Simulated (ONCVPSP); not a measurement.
# u(r) = r·R(r): atom against pseudo-atom (Ne)

Columns: radius, all-electron u(r) and pseudo u(r) of the 2s shell (level -36.20 eV) of neon in the configuration [He] 2s2 2p6; PBEsol, scalar-relativistic, ONCV scheme, ONCVPSP 4.0.1.

```csv
r (bohr),all-electron,pseudo
0.070,-0.4740,0.0835
0.140,-0.3519,0.1848
0.210,-0.0392,0.3128
0.280,0.2927,0.4686
0.350,0.5766,0.6371
0.420,0.7923,0.8027
0.490,0.9405,0.9409
0.560,1.0306,1.0306
0.630,1.0739,1.0738
0.700,1.0815,1.0814
0.770,1.0632,1.0631
0.840,1.0267,1.0267
0.910,0.9783,0.9782
0.980,0.9225,0.9224
1.050,0.8628,0.8627
1.120,0.8017,0.8016
1.190,0.7409,0.7409
1.260,0.6818,0.6818
1.330,0.6251,0.6251
1.400,0.5714,0.5714
1.470,0.5210,0.5209
1.540,0.4739,0.4739
1.610,0.4303,0.4303
1.680,0.3900,0.3900
1.750,0.3530,0.3530
1.820,0.3191,0.3191
```

(1) How many radial nodes do the two functions have?

(2) At about which radius was the pseudo-wave matched?

(3) Is the pseudo-wave norm-conserving?

Answers

(1) The all-electron 2s function has n − l − 1 = 1; the pseudo-wave has 0, since the states of the same l below it are removed with the core.

(2) 0.55 bohr, where the columns begin to agree (steps of 0.07 bohr).

(3) Yes: the ONCV scheme keeps the norm inside the radius equal to the all-electron one, which fixes the energy derivative of the logarithmic derivative at the level.
